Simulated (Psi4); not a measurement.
Input for Psi4: SAPT0/jun-cc-pV(D+d)Z on FH3S (a complex), monomers drawn apart or pushed together.

```
memory 2025 MB

molecule dimer {
0 1
F     0.00360347   -0.14085454   -0.34291483
H     0.12754265   -0.35383949    0.56339649
--
0 1
S     0.37641451   -0.84785560    3.65263718
H    -0.93363518   -0.64403419    3.87138821
H     0.68519555    0.43295995    3.91674546
units angstrom
symmetry c1
no_reorient
no_com
}

set {
  basis jun-cc-pV(D+d)Z
  scf_type df
  freeze_core true
}

energy('sapt0')
```

It printed:

```
[...]
==> Input File <==

--------------------------------------------------------------------------
memory 2025 MB

molecule dimer {
0 1
F     0.00360347   -0.14085454   -0.34291483
H     0.12754265   -0.35383949    0.56339649
--
0 1
S     0.37641451   -0.84785560    3.65263718
H    -0.93363518   -0.64403419    3.87138821
H     0.68519555    0.43295995    3.91674546
units angstrom
symmetry c1
no_reorient
no_com
}

set {
  basis jun-cc-pV(D+d)Z
  scf_type df
  freeze_core true
}

energy('sapt0')
--------------------------------------------------------------------------


   => Loading Basis Set <=

    Name: JUN-CC-PV(D+D)Z
    Role: ORBITAL
    Keyword: BASIS
    atoms 1      entry F          line   290 file jun-cc-pv_dpd_z.gbs
    atoms 2, 4-5 entry H          line    60 file jun-cc-pv_dpd_z.gbs
    atoms 3      entry S          line   698 file jun-cc-pv_dpd_z.gbs

   => Loading Basis Set <=

    Name: JUN-CC-PV(D+D)Z
    Role: ORBITAL
    Keyword: BASIS
    atoms 1      entry F          line   290 file jun-cc-pv_dpd_z.gbs
    atoms 2, 4-5 entry H          line    60 file jun-cc-pv_dpd_z.gbs
    atoms 3      entry S          line   698 file jun-cc-pv_dpd_z.gbs


  //>>>>>>>>>>>>>>>>>>>>>>>>>>>>>>>>>>>//
  //              Dimer HF             //
  //<<<<<<<<<<<<<<<<<<<<<<<<<<<<<<<<<<<//

   => Libint2 <=

    Primary   basis highest AM E, G, H:  7, 6, 3
    Auxiliary basis highest AM E, G, H:  7, 7, 4
    Onebody   basis highest AM E, G, H:  -, -, -
    Solid Harmonics ordering:            Gaussian


   => Loading Basis Set <=

    Name: JUN-CC-PV(D+D)Z
    Role: ORBITAL
    Keyword: BASIS
    atoms 1      entry F          line   290 file jun-cc-pv_dpd_z.gbs
    atoms 2, 4-5 entry H          line    60 file jun-cc-pv_dpd_z.gbs
    atoms 3      entry S          line   698 file jun-cc-pv_dpd_z.gbs


         ---------------------------------------------------------
                                   SCF
               by Justin Turney, Rob Parrish, Andy Simmonett
                          and Daniel G. A. Smith
                              RHF Reference
                        1 Threads,   1931 MiB Core
         ---------------------------------------------------------

  ==> Geometry <==

    Molecular point group: c1
    Full point group: C1

    Geometry (in Angstrom), charge = 0, multiplicity = 1:

       Center              X                  Y                   Z               Mass
    ------------   -----------------  -----------------  -----------------  -----------------
         F            0.003603470000    -0.140854540000    -0.342914830000    18.998403162730
         H            0.127542650000    -0.353839490000     0.563396490000     1.007825032230
         S            0.376414510000    -0.847855600000     3.652637180000    31.972071174400
         H           -0.933635180000    -0.644034190000     3.871388210000     1.007825032230
         H            0.685195550000     0.432959950000     3.916745460000     1.007825032230

  Running in c1 symmetry.

  Rotational constants: A =      3.78613  B =      0.03461  C =      0.03456 [cm^-1]
  Rotational constants: A = 113505.24794  B =   1037.59367  C =   1035.97413 [MHz]
  Nuclear repulsion =   41.837413969643329

  Charge       = 0
  Multiplicity = 1
  Electrons    = 28
  Nalpha       = 14
  Nbeta        = 14

  ==> Algorithm <==

  SCF Algorithm Type is DF.
  DIIS enabled.
  MOM disabled.
  Fractional occupation disabled.
  Guess Type is SAD.
  Energy threshold   = 1.00e-08
  Density threshold  = 1.00e-08
  Integral threshold = 1.00e-12

  ==> Primary Basis <==

  Basis Set: JUN-CC-PV(D+D)Z
    Blend: JUN-CC-PV(D+D)Z
    Number of shells: 28
    Number of basis functions: 60
    Number of Cartesian functions: 63
    Spherical Harmonics?: true
    Max angular momentum: 2

   => Loading Basis Set <=

    Name: (JUN-CC-PV(D+D)Z AUX)
    Role: JKFIT
    Keyword: DF_BASIS_SCF
    atoms 1      entry F          line   314 file jun-cc-pvdz-jkfit.gbs
    atoms 2, 4-5 entry H          line    70 file jun-cc-pvdz-jkfit.gbs
    atoms 3      entry S          line   666 file jun-cc-pvdz-jkfit.gbs

  ==> Integral Setup <==

  DFHelper Memory: AOs need 0.008 GiB; user supplied 1.414 GiB.
  SCF_SUBTYPE=INCORE selected. In-core MEM_DF algorithm will be used.
  Using in-core AOs.

  ==> MemDFJK: Density-Fitted J/K Matrices <==

    J tasked:                   Yes
    K tasked:                   Yes
    wK tasked:                   No
    OpenMP threads:               1
    Algorithm:                 Core
    Schwarz Cutoff:           1E-12
    Mask sparsity (%):       6.0556
    Fitting Condition:        1E-10

   => Auxiliary Basis Set <=

  Basis Set: (JUN-CC-PV(D+D)Z AUX)
    Blend: JUN-CC-PVDZ-JKFIT
    Number of shells: 93
    Number of basis functions: 269
    Number of Cartesian functions: 306
    Spherical Harmonics?: true
    Max angular momentum: 3

  Minimum eigenvalue in the overlap matrix is 1.2494657731E-02.
  Reciprocal condition number of the ove
[...]
    5.746543    53A      5.746544    54A      6.018801
      55A      6.018904    56A      6.682224    57A      7.084044
      58A      7.085233    59A      7.886684    60A     42.855254

    Final Occupation by Irrep:
              A
    DOCC [     9 ]
    NA   [     9 ]
    NB   [     9 ]

  @DF-RHF Final Energy:  -398.70105421948330

   => Energetics <=

    Nuclear Repulsion Energy =             12.8740890868655331
    One-Electron Energy =                -576.4396413810457034
    Two-Electron Energy =                 164.8644980746968827
    Total Energy =                       -398.7010542194832965

Computation Completed


Properties will be evaluated at   0.000000,   0.000000,   0.000000 [a0]

Properties computed using the SCF density matrix


 Multipole Moments:

 ------------------------------------------------------------------------------------
     Multipole            Electronic (a.u.)      Nuclear  (a.u.)        Total (a.u.)
 ------------------------------------------------------------------------------------

 L = 1.  Multiply by 2.5417464519 to convert [e a0] to [Debye]
 Dipole X            :        -11.1914865           10.9116425           -0.2798440
 Dipole Y            :         26.4493721          -26.0343106            0.4150615
 Dipole Z            :       -125.0251826          125.1571822            0.1319995
 Magnitude           :                                                    0.5176994

 ------------------------------------------------------------------------------------

  Constructing Basis Sets for SAPT...

   => Loading Basis Set <=

    Name: (JUN-CC-PV(D+D)Z AUX)
    Role: RIFIT
    Keyword: DF_BASIS_SAPT
    atoms 1      entry F          line   232 file jun-cc-pvdz-ri.gbs
    atoms 2, 4-5 entry H          line    30 file jun-cc-pvdz-ri.gbs
    atoms 3      entry S          line   488 file jun-cc-pvdz-ri.gbs

   => Loading Basis Set <=

    Name: (JUN-CC-PV(D+D)Z AUX)
    Role: JKFIT
    Keyword: DF_BASIS_ELST
    atoms 1      entry F          line   314 file jun-cc-pvdz-jkfit.gbs
    atoms 2, 4-5 entry H          line    70 file jun-cc-pvdz-jkfit.gbs
    atoms 3      entry S          line   666 file jun-cc-pvdz-jkfit.gbs


  //>>>>>>>>>>>>>>>>>>>>>>>>>>>>>>>>>>>//
  //               SAPT0               //
  //<<<<<<<<<<<<<<<<<<<<<<<<<<<<<<<<<<<//



        SAPT0
    Ed Hohenstein
     6 June 2009

      Orbital Information
  --------------------------
    NSO        =        60
    NMO        =        60
    NRI        =       192
    NRI (Elst) =       269
    NOCC A     =         5
    NOCC B     =         9
    FOCC A     =         1
    FOCC B     =         5
    NVIR A     =        55
    NVIR B     =        51

    Elst10,r            =    -0.004084861783 [Eh]
    Exch10              =     0.000894305568 [Eh]
    Exch10 (S^2)        =     0.000893577330 [Eh]

    Maxiter = 50
    CPHF R converge = 1.000000E-08

    Iter     Energy [mEh]          dE [mEh]         Residual      Time [s]
       1      -0.03339007       0.033390070     1.533190e-03             0
       2      -0.03792476       0.004534691     7.522758e-04             0
       3      -0.04136812       0.003443364     1.464015e-04             0
       4      -0.04118039      -0.000187737     3.101743e-05             0
       5      -0.04112945      -0.000050943     3.934041e-06             0
       6      -0.04114046       0.000011016     7.181608e-07             0
       7      -0.04113918      -0.000001282     1.636940e-07             0
       8      -0.04113934       0.000000164     2.506097e-08             0
       9      -0.04113934      -0.000000007     3.970018e-09             0

    CHF Iterations converged

    Maxiter = 50
    CPHF R converge = 1.000000E-08

    Iter     Energy [mEh]          dE [mEh]         Residual      Time [s]
       1      -0.75187430       0.751874296     5.212986e-03             0
       2      -0.92917728       0.177302982     2.473757e-03             0
       3      -0.96279920       0.033621925     2.670433e-04             0
       4      -0.95758558      -0.005213625     4.041335e-05             0
       5      -0.95788337       0.000297795     9.510962e-06             0
       6      -0.95791510       0.000031728     2.739808e-06             0
       7      -0.95789745      -0.000017653     5.823425e-07             0
       8      -0.95790001       0.000002562     1.102122e-07             0
       9      -0.95789971      -0.000000295     2.115417e-08             0
      10      -0.95789971      -0.000000004     4.950285e-09             0

    CHF Iterations converged

    Ind20,r (A<-B)      =    -0.000041139336 [Eh]
    Ind20,r (B<-A)      =    -0.000957899710 [Eh]
    Ind20,r             =    -0.000999039046 [Eh]
    Exch-Ind20,r (A<-B) =     0.000006450044 [Eh]
    Exch-Ind20,r (B<-A) =     0.000368034361 [Eh]
    Exch-Ind20,r        =     0.000374484405 [Eh]
    Disp20              =    -0.000492117612 [Eh]
    Disp20 (SS)         =    -0.000246058806 [Eh]
    Disp20 (OS)         =    -0.000246058806 [Eh]
    Exch-Disp20         =     0.000042215598 [Eh]
    Exch-Disp20 (SS)    =     0.000024402200 [Eh]
    Exch-Disp20 (OS)    =     0.000017813398 [Eh]

    SAPT Results
  --------------------------------------------------------------------------------------------------------
    Electrostatics                 -4.08486178 [mEh]      -2.56328947 [kcal/mol]     -10.72480313 [kJ/mol]
      Elst10,r                     -4.08486178 [mEh]      -2.56328947 [kcal/mol]     -10.72480313 [kJ/mol]

    Exchange                        0.89430557 [mEh]       0.56118522 [kcal/mol]       2.34799895 [kJ/mol]
      Exch10                        0.89430557 [mEh]       0.56118522 [kcal/mol]       2.34799895 [kJ/mol]
      Exch10(S^2)                   0.89357733 [mEh]       0.56072824 [kcal/mol]       2.34608696 [kJ/mol]

    Induction                      -0.80360758 [mEh]      -0.50427137 [kcal/mol]      -2.10987142 [kJ/mol]
      Ind20,r                      -0.99903905 [mEh]      -0.62690647 [kcal/mol]      -2.62297665 [kJ/mol]
      Exch-Ind20,r                  0.37448441 [mEh]       0.23499251 [kcal/mol]       0.98320867 [kJ/mol]
      delta HF,r (2)               -0.17905294 [mEh]      -0.11235742 [kcal/mol]      -0.47010344 [kJ/mol]

    Dispersion                     -0.44990201 [mEh]      -0.28231778 [kcal/mol]      -1.18121758 [kJ/mol]
      Disp20                       -0.49211761 [mEh]      -0.30880846 [kcal/mol]      -1.29205461 [kJ/mol]
      Exch-Disp20                   0.04221560 [mEh]       0.02649069 [kcal/mol]       0.11083704 [kJ/mol]
      Disp20 (SS)                  -0.24605881 [mEh]      -0.15440423 [kcal/mol]      -0.64602731 [kJ/mol]
      Disp20 (OS)                  -0.24605881 [mEh]      -0.15440423 [kcal/mol]      -0.64602731 [kJ/mol]
      Exch-Disp20 (SS)              0.02440220 [mEh]       0.01531261 [kcal/mol]       0.06406797 [kJ/mol]
      Exch-Disp20 (OS)              0.01781340 [mEh]       0.01117808 [kcal/mol]       0.04676907 [kJ/mol]

  Total HF                         -3.99416380 [mEh]      -2.50637562 [kcal/mol]     -10.48667561 [kJ/mol]
  Total SAPT0                      -4.44406581 [mEh]      -2.78869340 [kcal/mol]     -11.66789319 [kJ/mol]

  Special recipe for scaled SAPT0 (see Manual):
    Electrostatics sSAPT0          -4.08486178 [mEh]      -2.56328947 [kcal/mol]     -10.72480313 [kJ/mol]
    Exchange sSAPT0                 0.89430557 [mEh]       0.56118522 [kcal/mol]       2.34799895 [kJ/mol]
    Induction sSAPT0               -0.80269126 [mEh]      -0.50369637 [kcal/mol]      -2.10746561 [kJ/mol]
    Dispersion sSAPT0              -0.44979872 [mEh]      -0.28225296 [kcal/mol]      -1.18094637 [kJ/mol]
  Total sSAPT0                     -4.44304619 [mEh]      -2.78805358 [kcal/mol]     -11.66521616 [kJ/mol]
  --------------------------------------------------------------------------------------------------------



*** Psi4 exiting successfully. Buy a developer a beer!
```

The run finished.

Cost: around 7 core-seconds (rough).
